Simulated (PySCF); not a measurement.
Isomers of C3H9F3OSi2, mass 174.014 u with the commonest isotopes. Computed with PBE0/pcSseg-1 in PySCF (dipole) on a GFN2-xTB geometry, gas phase. One conformer each, none proved a minimum here; rigid rotors.

Question: Order these by rotational constant C, smallest first.
A. `[F:1][CH:2]([F:3])[O:4][C@@H:5]([SiH3:6])[C@@H:7]([F:8])[SiH3:9]` with F1–C2–O4–C5 167°, C2–O4–C5–Si6 149°, O4–C5–C7–F8 70°
B. `[F:1][C:2]([F:3])([F:4])[CH2:5][O:6][CH:7]([SiH3:8])[SiH3:9]` with C2–C5–O6–C7 -82°, C5–O6–C7–Si8 -104°
C. `[CH3:1][O:2][C:3]([SiH3:4])([SiH3:5])[C:6]([F:7])([F:8])[F:9]` with C1–O2–C3–Si4 -176°
D. `[F:1][C:2]([F:3])([F:4])[O:5][C@@H:6]([SiH3:7])[CH2:8][SiH3:9]` with C2–O5–C6–Si7 105°, O5–C6–C8–Si9 58°
E. `[F:1][C:2]([F:3])([F:4])[SiH2:5][O:6][CH2:7][CH2:8][SiH3:9]` with C2–Si5–O6–C7 45°, Si5–O6–C7–C8 -151°, O6–C7–C8–Si9 -179°

Answer: E (426.7 MHz), A (530.9 MHz), B (547.6 MHz), D (607.4 MHz), C (1007 MHz).

Question: Order these by out-of-plane moment Σ m c² = (Ia + Ib − Ic)/2, smallest first.
A. `[F:1][CH:2]([F:3])[O:4][C@@H:5]([SiH3:6])[C@@H:7]([F:8])[SiH3:9]` with F1–C2–O4–C5 167°, C2–O4–C5–Si6 149°, O4–C5–C7–F8 70°
B. `[F:1][C:2]([F:3])([F:4])[CH2:5][O:6][CH:7]([SiH3:8])[SiH3:9]` with C2–C5–O6–C7 -82°, C5–O6–C7–Si8 -104°
C. `[CH3:1][O:2][C:3]([SiH3:4])([SiH3:5])[C:6]([F:7])([F:8])[F:9]` with C1–O2–C3–Si4 -176°
D. `[F:1][CH2:2][C:3]([F:4])([F:5])[O:6][CH:7]([SiH3:8])[SiH3:9]` with F1–C2–C3–F4 59°, C2–C3–O6–C7 180°, C3–O6–C7–Si8 -113°
E. `[F:1][C:2]([F:3])([F:4])[O:5][C@@H:6]([SiH3:7])[CH2:8][SiH3:9]` with C2–O5–C6–Si7 105°, O5–C6–C8–Si9 58°
F. `[F:1][C:2]([F:3])([F:4])[SiH2:5][O:6][CH2:7][CH2:8][SiH3:9]` with C2–Si5–O6–C7 45°, Si5–O6–C7–C8 -151°, O6–C7–C8–Si9 -179°

Answer: E (55.29 u·Å²), A (56.91 u·Å²), F (61.72 u·Å²), D (64.01 u·Å²), B (66.06 u·Å²), C (190.46 u·Å²).

Question: Order these by rotational constant B, largest first.
A. `[F:1][C:2]([F:3])([F:4])[CH2:5][O:6][CH:7]([SiH3:8])[SiH3:9]` with C2–C5–O6–C7 -82°, C5–O6–C7–Si8 -104°
B. `[F:1][CH2:2][C:3]([F:4])([F:5])[O:6][CH:7]([SiH3:8])[SiH3:9]` with F1–C2–C3–F4 59°, C2–C3–O6–C7 180°, C3–O6–C7–Si8 -113°
C. `[CH3:1][O:2][C:3]([SiH3:4])([SiH3:5])[C:6]([F:7])([F:8])[F:9]` with C1–O2–C3–Si4 -176°
D. `[F:1][C:2]([F:3])([F:4])[O:5][C@@H:6]([SiH3:7])[CH2:8][SiH3:9]` with C2–O5–C6–Si7 105°, O5–C6–C8–Si9 58°
E. `[F:1][C:2]([F:3])([F:4])[SiH2:5][O:6][CH2:7][CH2:8][SiH3:9]` with C2–Si5–O6–C7 45°, Si5–O6–C7–C8 -151°, O6–C7–C8–Si9 -179°

Answer: C (1119 MHz), D (996.6 MHz), B (676.7 MHz), A (654.7 MHz), E (469.3 MHz).

```csv
SMILES,point group,Ia (u·Å²),Ib (u·Å²),Ic (u·Å²),κ,μa (D),μb (D),μc (D)
FC(F)(F)COC([SiH3])[SiH3],C1,283.06,771.95,922.91,-0.83,1.18,1.28,0.54
COC([SiH3])([SiH3])C(F)(F)F,C1,431.08,451.60,501.77,0.35,1.49,1.04,0.10
FC(F)(F)[SiH2]OCC[SiH3],C1,230.86,1076.94,1184.36,-0.95,1.53,1.65,0.51
FC(F)(F)O[C@@H]([SiH3])C[SiH3],C1,435.53,507.11,832.05,0.41,2.03,1.92,0.50
FCC(F)(F)OC([SiH3])[SiH3],near Cs,289.37,746.78,908.12,-0.80,2.27,0.15,1.26
FC(F)O[C@@H]([SiH3])[C@@H](F)[SiH3],C1,322.07,743.75,952.00,-0.71,3.53,0.73,0.14
```
